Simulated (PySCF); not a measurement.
Spinor energies of Eu²²⁺ (europium, charge +22)

Start: [Kr] 4d5; 4d3/2 filled at m_j = -3/2, -1/2, +1/2, +3/2; 4d5/2 filled at m_j = +5/2. Calculated with PySCF 2.14 in an uncontracted even-tempered set (18 s from 1.5 bohr⁻², ratio 2.8; 14 p from 2 bohr⁻², ratio 2.8; 9 d from 2 bohr⁻², ratio 2.8; 4 f from 8.6 bohr⁻², ratio 3): generalised Hartree-Fock with the X2C-1e Hamiltonian and a Gaussian nucleus; spin-orbit coupling (SO) screened by Boettger's factors.

```
spinor shell  electrons  ε, screened SO (eV)  weight of nominal j (screened SO)  rms radius, screened SO (bohr)
       1s1/2          2             -49396.6                              1.000                          0.0254
       2s1/2          2              -8768.6                              1.000                           0.103
       2p1/2          2              -8337.1                              1.000                          0.0881
       2p3/2          4              -7682.9                              1.000                          0.0944
       3s1/2          2              -2467.1                              1.000                           0.266
       3p1/2          2              -2281.4                              1.000                           0.256
       3p3/2          4              -2143.3                              1.000                           0.269
       3d3/2          4              -1827.1                              0.991                           0.240
       3d5/2          6              -1794.6                              0.994                           0.244
       4s1/2          2              -953.81                              1.000                           0.568
       4p1/2          2              -880.92                              0.949                           0.575
       4p3/2          4              -834.97                              0.974                           0.597
       4d3/2          4              -717.91                              0.794                           0.607
       4d5/2          1              -712.53                              1.000                           0.613
```

| quantity | screened SO |
| --- | --- |
| E (hartree) | -10639.78316 |
| M_J | 5/2 |
| ⟨J²⟩ | 8.764 |
| ⟨L²⟩ | 1.184 |
| ⟨S²⟩ | 6.725 |

Each row is a mean over spinors that exchange with the open shell spreads, by up to 23.265 eV (4p3/2).

Rows whose weight is well below 1 are mixtures of j = l ± 1/2: exchange outweighs spin-orbit coupling there, and the label is only the starting occupation.

Breit and QED terms are absent; they matter most for the inner s and p1/2 levels.

Densities and radii are taken from the X2C orbitals without a picture-change correction, which distorts them close to the nucleus.
